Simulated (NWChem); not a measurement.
System: AlN$_{2}$H$_{5}$O; SMILES [NH2][Al]([NH2])[OH]

Input file for NWChem:

```
start job
memory heap 200 mb stack 900 mb global 1100 mb
geometry units angstroms noautoz
  Al     0.022437    -0.003580     0.007627
  O      1.736197     0.180235     0.027879
  H      2.339654    -0.547706     0.235257
  N     -0.777275    -1.600258    -0.003426
  H     -0.312439    -2.497831    -0.146788
  H     -1.782948    -1.748206     0.097868
  N     -0.927933     1.501285     0.002260
  H     -1.933449     1.580707    -0.151213
  H     -0.511836     2.429312     0.092860
end
basis spherical
  Al library def2-svp
  O library def2-svp
  H library def2-svp
  N library def2-svp
end
dft
  xc xwpbe 1.00 cpbe96 1.0 hfexch 1.00
  cam 0.2 cam_alpha 0.0 cam_beta 1.0
  iterations 150
  vectors input atomic output neutral.movecs
end
task dft energy
charge 1
dft
  odft
  mult 2
  vectors input atomic output cation.movecs
end
task dft energy
```

Output (shortened):

```
             Northwest Computational Chemistry Package (NWChem) 7.3.0
             --------------------------------------------------------

 C1  symmetry detected

                             Geometry "geometry" -> ""
                             -------------------------

 Output coordinates in angstroms (scale by  1.889725989 to convert to a.u.)

  No.       Tag          Charge          X              Y              Z
 ---- ---------------- ---------- -------------- -------------- --------------
    1 Al                  13.0000     0.02102387     0.00363643    -0.00379382
    2 O                    8.0000     1.63943233     0.59677859    -0.01418061
    3 H                    1.0000     2.40445693     0.03791626     0.18450091
    4 N                    7.0000    -0.36852331    -1.73913203     0.00349911
    5 H                    1.0000     0.29732036    -2.49852705    -0.14561115
    6 H                    1.0000    -1.30668258    -2.12531453     0.12286212
    7 N                    7.0000    -1.26527948     1.23376681     0.00352378
    8 H                    1.0000    -2.26250131     1.06648418    -0.13245186
    9 H                    1.0000    -1.08474280     2.23549543     0.08430420

 Effective nuclear repulsion energy (a.u.)     159.0906903379

  pbe96 is a nonlocal functional; adding pw91lda local functional.

                                 NWChem DFT Module
                                 -----------------

 Summary of "ao basis" -> "ao basis" (spherical)
 ------------------------------------------------------------------------------
       Tag                 Description            Shells   Functions and Types
 ---------------- ------------------------------  ------  ---------------------
 Al                         def2-svp                 8       18   4s3p1d
 O                          def2-svp                 6       14   3s2p1d
 H                          def2-svp                 3        5   2s1p
 N                          def2-svp                 6       14   3s2p1d

            General Information
            -------------------
          SCF calculation type: DFT
          Wavefunction type:  closed shell.
          No. of atoms     :     9
          No. of electrons :    40
           Alpha electrons :    20
            Beta electrons :    20
          Charge           :     0
          Spin multiplicity:     1
          Use of symmetry is: off; symmetry adaption is: off
          Maximum number of iterations: 150
          AO basis - number of functions:    85
                     number of shells:    41
          Convergence on energy requested:  1.00D-06
          Convergence on density requested:  1.00D-05
          Convergence on gradient requested:  5.00D-04

              XC Information
              --------------
                     Hartree-Fock (Exact) Exchange  1.000
                     LC-wPBE(h)Exchange Functional  1.000
            Perdew 1991 LDA Correlation Functional  1.000 local
           PerdewBurkeErnz. Correlation Functional  1.000 non-local

           Range-Separation Parameters
           ---------------------------
           Alpha           :  0.00
           Beta            :  1.00
           Gamma           :  0.20
           Short-Range HF  :     F

             Grid Information
             ----------------
          Grid used for XC integration:  medium
          Radial quadrature: Mura-Knowles
          Angular quadrature: Lebedev.
          Tag              B.-S. Rad. Rad. Pts. Rad. Cut. Ang. Pts.
          ---              ---------- --------- --------- ---------
          Al                  1.25       88           8.0       590
          O                   0.60       49          11.0       434
          H                   0.35       45          12.0       434
          N                   0.65       49          11.0       434
          Grid pruning is: on
          Number of quadrature shells:   460
          Spatial weights used:  Erf1

      Superposition of Atomic Density Guess
      -------------------------------------

 Sum of atomic energies:        -427.46732930

      Non-variational initial energy
      ------------------------------

 Total energy =    -428.756166
 1-e energy   =    -904.897258
 2-e energy   =     317.050401
 HOMO         =      -0.348928
 LUMO         =      -0.032349

   convergence    iter        energy       DeltaE   RMS-Dens  Diis-err
 ---------------- ----- ----------------- --------- --------- ---------
 d= 0,ls=0.0,diis     1   -429.6471054716 -5.89D+02  1.28D-02  1.04D+00
 d= 0,ls=0.0,diis     2   -429.6410166600  6.09D-03  6.41D-03  1.25D+00
 d= 0,ls=0.0,diis     3   -429.7575568579 -1.17D-01  1.09D-03  1.67D-02
 d= 0,ls=0.0,diis     4   -429.7588621234 -1.31D-03  4.58D-04  5.37D-03
 d= 0,ls=0.0,diis     5   -429.7594009334 -5.39D-04  1.19D-04  1.82D-04
  Resetting Diis
 d= 0,ls=0.0,diis     6   -429.7594258958 -2.50D-05  3.73D-05  5.73D-06
 d= 0,ls=0.0,diis     7   -429.7594276430 -1.75D-06  8.81D-06  2.73D-07
 d= 0,ls=0.0,diis     8   -429.7594277066 -6.36D-08  2.69D-06  7.24D-08

         Total DFT energy =     -429.759427706602
      One electron energy =     -910.321950388846
           Coulomb energy =      364.191584237431
    Exchange-Corr. energy =      -42.719751893075
 Nuclear repulsion energy =      159.090690337888

 Numeric. integr. density =       39.999997053366

                       DFT Final Molecular Orbital Analysis
                       ------------------------------------

 Vector   18  Occ=2.000000D+00  E=-3.511907D-01
              MO Center=  1.3D+00,  4.5D-01,  5.6D-03, r^2= 1.7D+00
   Bfn.  Coefficient  Atom+Function         Bfn.  Coefficient  Atom+Function
  ----- ------------  ---------------      ----- ------------  ---------------
    24      0.491174  2 O  pz                27      0.369974  2 O  pz
    23      0.258344  2 O  py                26      0.186976  2 O  py
    13      0.156507  1 Al pz                10      0.119074  1 Al pz
    43     -0.106652  4 N  pz                67     -0.106475  7 N  pz
     7     -0.077203  1 Al pz                46      0.074848  4 N  pz

 Vector   19  Occ=2.000000D+00  E=-3.053214D-01
              MO Center= -3.2D-01, -4.0D-01,  7.4D-04, r^2= 3.5D+00
   Bfn.  Coefficient  Atom+Function         Bfn.  Coefficient  Atom+Function
  ----- ------------  ---------------      ----- ------------  ---------------
    43      0.391963  4 N  pz                46     -0.335548  4 N  pz
    67      0.305162  7 N  pz                70     -0.255854  7 N  pz
    24      0.250937  2 O  pz                27      0.206624  2 O  pz
    13     -0.128876  1 Al pz                10     -0.094506  1 Al pz
    41      0.064263  4 N  px                 7      0.062095  1 Al pz

 Vector   20  Occ=2.000000D+00  E=-2.847345D-01
              MO Center= -8.8D-01,  4.8D-02,  8.6D-03, r^2= 3.1D+00
   Bfn.  Coefficient  Atom+Function         Bfn.  Coefficient  Atom+Function
  ----- ------------  ---------------      ----- ------------  ---------------
    67      0.443785  7 N  pz                70     -0.394639  7 N  pz
    43     -0.363055  4 N  pz                46      0.327263  4 N  pz
    15     -0.068623  1 Al d -1              41     -0.053721  4 N  px
    65     -0.049233  7 N  px                44      0.047578  4 N  px
    68      0.043081  7 N  px                11      0.030420  1 Al px

 Vector   21  Occ=0.000000D+00  E= 6.673253D-02
              MO Center=  1.1D-01, -2.4D-01,  1.8D-02, r^2= 6.1D+00
   Bfn.  Coefficient  Atom+Function         Bfn.  Coefficient  Atom+Function
  ----- ------------  ---------------      ----- ------------  ---------------
     4      1.187316  1 Al s                 40     -0.653870  4 N  s
    64     -0.520829  7 N  s                 21     -0.389127  2 O  s
    53      0.210923  5 H  s                 58      0.209707  6 H  s
    34      0.199561  3 H  s                 77      0.188295  8 H  s
    39     -0.176073  4 N  s                 63     -0.161054  7 N  s

 Vector   22  Occ=0.000000D+00  E= 1.213782D-01
              MO Center=  9.7D-03, -8.8D-03,  3.1D-03, r^2= 4.3D+00
   Bfn.  Coefficient  Atom+Function         Bfn.  Coefficient  Atom+Function
  ----- ------------  ---------------      ----- ------------  ---------------
    13      0.904951  1 Al pz                10      0.277618  1 Al pz
    70     -0.272498  7 N  pz                46     -0.269258  4 N  pz
    43      0.219992  4 N  pz                67      0.218655  7 N  pz
    27     -0.215168  2 O  pz                24     -0.204756  2 O  pz
     7     -0.154810  1 Al pz                58     -0.048796  6 H  s

 Vector   23  Occ=0.000000D+00  E= 1.377880D-01
              MO Center=  1.6D-01,  2.5D-01,  6.2D-02, r^2= 7.6D+00
   Bfn.  Coefficient  Atom+Function         Bfn.  Coefficient  Atom+Function
  ----- ------------  ---------------      ----- ------------  ---------------
    64      0.918547  7 N  s                 11      0.703927  1 Al px
    21     -0.610945  2 O  s                 34      0.589654  3 H  s
    82     -0.485499  9 H  s                 77     -0.433381  8 H  s
    40      0.233387  4 N  s                 26      0.177360  2 O  py
    23      0.150409  2 O  py                25     -0.130809  2 O  px

     Multipole analysis of the density
     ---------------------------------

     L   x y z        total         alpha         beta         nuclear
     -   - - -        -----         -----         ----         -------
     0   0 0 0     -0.000000    -20.000000    -20.000000     40.000000

     1   1 0 0     -0.225566     -0.112783     -0.112783     -0.000000
     1   0 1 0     -0.598711     -0.299355     -0.299355      0.000000
     1   0 0 1      0.072638      0.036319      0.036319      0.000000

[...]
```

Level: LC-wPBE (HJS exchange hole, range parameter 0.2 per bohr)/def2-SVP, vertical spin-unrestricted ions. The geometry was optimised at PBE-D3(BJ)/def2-SVP.
